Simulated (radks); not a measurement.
The numbers below are computed, except where a source is named.
Spherical jellium clusters: N electrons in a uniform positive sphere of charge N and radius rs N^(1/3), rs = 4.83 bohr. Level of theory: non-relativistic Kohn-Sham, LDA (Slater exchange, Perdew-Wang correlation), spin-polarised, spherical densities (a radial shooting solver with Libxc functionals). Levels are named by radial order and angular momentum (1s, 1p, 1d, 2s, ...), and open shells are averaged over m.

N = 18, configuration 1s2 1p6 1d10. This is the lowest configuration that the search found. Occupied and some empty levels:

level,occupation,eigenvalue (eV),<r> (bohr)
1s,2,-4.0311,7.615
1p,6,-3.4255,9.238
1d,10,-2.6960,10.28
2s,0,-2.4352,8.330
1f,0,-1.8503,11.17
2p,0,-1.4125,10.16

Energy (eV): total -33.4142, kinetic 22.076, external -829.65, Hartree 412.57, exchange-correlation -56.311, background 417.90. Static polarisability (adiabatic kernel): 2558 bohr^3, against R^3 = 2028 for a classical metal sphere.
